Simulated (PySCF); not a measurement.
Compound: C₅H₉FOS.
Numbering: `[CH3:1][S@@:2](=[O:3])[CH2:4][C@H:5]1[CH2:6][C@H:7]1[F:8]` (hydrogens: H9, H10, H11 on C1; H12, H13 on C4; H14 on C5; H15, H16 on C6; H17 on C7)

Structure used (PBE0-D3(BJ)/def2-SVP), in Å, numbered top down from 1:
```xyz
17
C5H9FOS angstrom
C      2.4274    1.6083    0.0395
S      0.6162    1.5932    0.1087
O      0.1459    2.0205   -1.2548
C      0.4193   -0.2311    0.1436
C     -1.0229   -0.5391   -0.1230
C     -1.6150   -1.8643    0.3003
C     -1.9796   -0.6157    1.0216
F     -1.4729   -0.4516    2.2724
H      2.8530    1.1921    0.9641
H      2.7228    2.6600   -0.0728
H      2.7446    1.0383   -0.8457
H      0.7465   -0.5900    1.1313
H      1.0702   -0.6433   -0.6444
H     -1.3978   -0.0851   -1.0463
H     -2.3541   -2.3452   -0.3452
H     -0.9574   -2.5504    0.8415
H     -2.9805   -0.1834    0.9260
```

Computed, not measured: TDDFT CAM-B3LYP/def2-SVPD, vertical, gas phase, core orbitals frozen in the response in PySCF.

Computed states:

```
state  E (eV)       f
   S1    5.99  0.0085
   S2    6.09   0.065
   S3    6.59  0.0070
   S4    6.97   0.089
   S5    7.01  0.0014
   S6    7.26  0.0024
   S7    7.35   0.020
   S8    7.49   0.041
   S9    7.60   0.027
  S10    7.69   0.020
```

Each state is given a Gaussian of 0.3 eV full width at half maximum, with ε(max) = 2.175×10⁸ f / Δν̃ (Δν̃ the width in cm⁻¹). The width is an assumption, not a result. The curve ends short of the highest state used, and states not computed would add to its high-energy end.

(1) Give the broadened spectrum and its maxima.

(2) On this curve, what absorbance would a 10⁻⁵ mol/L sample give at 222 nm over a 1 cm path?

(3) Coming from long wavelengths, where does ε first pass 100 L mol⁻¹ cm⁻¹?

(4) Does any computed singlet lie in the visible range?

## Answers

(1) 
| E (eV) | ε (L mol⁻¹ cm⁻¹) |
| --- | --- |
| 5.54 | 2 |
| 5.60 | 11 |
| 5.67 | 59 |
| 5.74 | 245 |
| 5.81 | 793 |
| 5.87 | 1775 |
| 5.94 | 3573 |
| 6.01 | 5501 |
| 6.08 | 6424 |
| 6.15 | 5648 |
| 6.21 | 4022 |
| 6.28 | 2087 |
| 6.35 | 893 |
| 6.42 | 488 |
| 6.48 | 506 |
| 6.55 | 646 |
| 6.62 | 795 |
| 6.69 | 1184 |
| 6.76 | 2355 |
| 6.82 | 4208 |
| 6.89 | 6745 |
| 6.96 | 8160 |
| 7.03 | 7402 |
| 7.09 | 5543 |

Maxima: 204 nm (6.08 eV), ε about 6400, made up of S2 (91%); 178 nm (6.97 eV), ε about 8200, made up of S4 (98%) (ε in L mol⁻¹ cm⁻¹; maxima over ε = 5, shares over 10%).

(2) 222 nm is 5.585 eV, where ε is about 7.5 L mol⁻¹ cm⁻¹, so A = ε c l ≈ 7.5e-05 (Beer–Lambert, with the gas-phase spectrum and the assumed width).

(3) At about 218 nm (5.70 eV), 0.29 eV below S1.

(4) No computed singlet lies in the visible range (380 to 750 nm); the lowest, at 207 nm, stands 2.72 eV above its violet end (3.26 eV).

The vertical ionisation energy (ΔSCF) is 8.80 eV, 1.10 eV above S10.

One conformer stands for the species.
